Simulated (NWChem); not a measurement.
System: MoNH$_{2}$O$_{2}$Cl; SMILES [O]=[Mo](=[NH])([OH])[Cl]

Parts of the log:

```
             Northwest Computational Chemistry Package (NWChem) 7.3.0
             --------------------------------------------------------

 C1  symmetry detected

                             Geometry "geometry" -> ""
                             -------------------------

 Output coordinates in angstroms (scale by  1.889725989 to convert to a.u.)

  No.       Tag          Charge          X              Y              Z
 ---- ---------------- ---------- -------------- -------------- --------------
    1 Mo                  42.0000     0.04233430    -0.27060445     0.02550522
    2 O                    8.0000     0.94273801    -0.76459177     1.33952759
    3 N                    7.0000     0.85515706    -0.76035248    -1.40809320
    4 H                    1.0000     1.69193838    -1.19643284    -1.79611059
    5 Cl                  17.0000    -0.10861826     2.01020315     0.00015936
    6 O                    8.0000    -1.63885535    -1.07729592     0.06650863
    7 H                    1.0000    -2.04062927    -1.55406494    -0.66945510

 Effective nuclear repulsion energy (a.u.)     587.2058849552

                                 NWChem DFT Module
                                 -----------------

 Summary of "ao basis" -> "ao basis" (spherical)
 ------------------------------------------------------------------------------
       Tag                 Description            Shells   Functions and Types
 ---------------- ------------------------------  ------  ---------------------
 Mo                         def2-svp                11       31   5s3p2d1f
 O                          def2-svp                 6       14   3s2p1d
 N                          def2-svp                 6       14   3s2p1d
 H                          def2-svp                 3        5   2s1p
 Cl                         def2-svp                 8       18   4s3p1d

            General Information
            -------------------
          SCF calculation type: DFT
          Wavefunction type:  closed shell.
          No. of atoms     :     7
          No. of electrons :    56
           Alpha electrons :    28
            Beta electrons :    28
          Charge           :     0
          Spin multiplicity:     1
          Use of symmetry is: off; symmetry adaption is: off
          Maximum number of iterations: 150
          AO basis - number of functions:   101
                     number of shells:    43
          Convergence on energy requested:  1.00D-06
          Convergence on density requested:  1.00D-05
          Convergence on gradient requested:  5.00D-04

              XC Information
              --------------
                         MN15 Method XC Functional
                     Hartree-Fock (Exact) Exchange  0.440
                          MN15 Exchange Functional  1.000
                        MN15 Correlation Potential  1.000

             Grid Information
             ----------------
          Grid used for XC integration:  xfine
          Radial quadrature: Mura-Knowles
          Angular quadrature: Lebedev.
          Tag              B.-S. Rad. Rad. Pts. Rad. Cut. Ang. Pts.
          ---              ---------- --------- --------- ---------
          Mo                  1.45      205          10.0      1454
          O                   0.60      100          11.0      1454
          N                   0.65      100          10.0      1454
          H                   0.35      100          11.0      1202
          Cl                  1.00      125          11.0      1454
          Grid pruning is: on
          Number of quadrature shells:   830
          Spatial weights used:  Erf1

      Superposition of Atomic Density Guess
      -------------------------------------

 Sum of atomic energies:        -741.24055449

      Non-variational initial energy
      ------------------------------

 Total energy =    -731.895135
 1-e energy   =   -1568.481871
 2-e energy   =     565.995187
 HOMO         =      -0.381742
 LUMO         =      -0.035087

     ---------------------------------------------
      Total Density - Mulliken Population Analysis
     ---------------------------------------------

    Atom       Charge   Shell Charges
 -----------   ------   -------------------------------------------------------
    1 Mo  14    11.22  -0.39  1.55  0.87  0.24  0.05  5.95  0.29  0.12  2.08  0.37  0.08
    2 O    8     9.07   1.99  1.16  0.75  3.17  1.99  0.01
    3 N    7     8.02   1.99  1.10  0.57  2.63  1.72  0.01
    4 H    1     0.74   0.58  0.12  0.04
    5 Cl  17    17.46   2.00  1.99  1.23  0.72  5.94  2.18  3.40  0.01
    6 O    8     8.86   1.99  1.11  0.68  3.10  1.98  0.00
    7 H    1     0.63   0.51  0.06  0.06

[...]

                         DFT ENERGY GRADIENTS

    atom               coordinates                        gradient
                 x          y          z           x          y          z
   1 Mo      0.080000  -0.511368   0.048198    0.002218  -0.003775  -0.001394
   2 O       1.781517  -1.444869   2.531340   -0.000219  -0.000010   0.000223
   3 N       1.616013  -1.436858  -2.660910    0.000936  -0.000410  -0.001523
   4 H       3.197300  -2.260930  -3.394157   -0.001682   0.000960   0.001752
   5 Cl     -0.205259   3.798733   0.000301   -0.000306   0.003289  -0.000041
   6 O      -3.096988  -2.035794   0.125683   -0.003727  -0.002264  -0.001137
   7 H      -3.856230  -2.936757  -1.265087    0.002780   0.002210   0.002122
```

Level: MN15/def2-SVP with def2 effective core potentials on Mo. Geometry: optimised at PBE0/def2-SVP. def2 effective core potentials on Mo; no spin-orbit coupling.

Task: Which NWChem input produces such a log?

Result: One answer among several that fit: the input that was run:
```
start job
memory heap 200 mb stack 900 mb global 1100 mb
geometry units angstroms noautoz
  Mo     0.013001    -0.203374     0.062128
  O      0.810015    -0.641535     1.460051
  N      0.946202    -0.724841    -1.284329
  H      1.817505    -1.159509    -1.588995
  Cl    -0.165729     2.072828    -0.049552
  O     -1.655067    -1.035020    -0.006757
  H     -1.989256    -1.540960    -0.756901
end
basis spherical
  Mo library def2-svp
  O library def2-svp
  N library def2-svp
  H library def2-svp
  Cl library def2-svp
end
ecp
  Mo library def2-ecp
end
dft
  xc mn15
  grid xfine
  iterations 150
  mulliken
end
task dft gradient
```
